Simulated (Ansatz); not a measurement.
The cluster Ge2O2⁺. The state is a doublet with charge 1. Geometry PBE-D4/def2-SVP; atoms count from 1.

Cartesian coordinates in Å:
```
Ge 0.166 0.291 1.515
Ge -0.166 -0.292 -1.515
O -1.084 0.123 0.095
O 1.084 -0.122 -0.095
```

The structure comes from a short search, and lower isomers may exist.

Question: Estimate the Mulliken populations from the PBE0/def2-TZVP orbitals of Ansatz.

Answer: 
| atom | charge (e) | spin (α − β) |
| --- | --- | --- |
| Ge1 | 0.91 | -0.05 |
| Ge2 | 0.91 | -0.05 |
| O3 | -0.41 | 0.55 |
| O4 | -0.41 | 0.55 |
Mulliken values and Mayer orders depend strongly on the basis.

Question: Where does the spin sit?

Answer: Summed by element: Ge -0.11, O 1.11, of 1 unpaired in all. Largest on single atoms: O3 0.55, O4 0.55, Ge2 -0.05.

Question: And the Mayer bond orders between bonded heavy atoms (over 0.3)?

Answer: Ge1–O3 0.76 (1.90 Å); Ge1–O4 0.76 (1.90 Å); Ge2–O3 0.76 (1.90 Å); Ge2–O4 0.76 (1.90 Å). Values over 0.3 also appear between atoms too far apart for a bond (O3–O4 0.32 at 2.19 Å); they arise where an orbital or an unpaired electron spreads over both atoms.
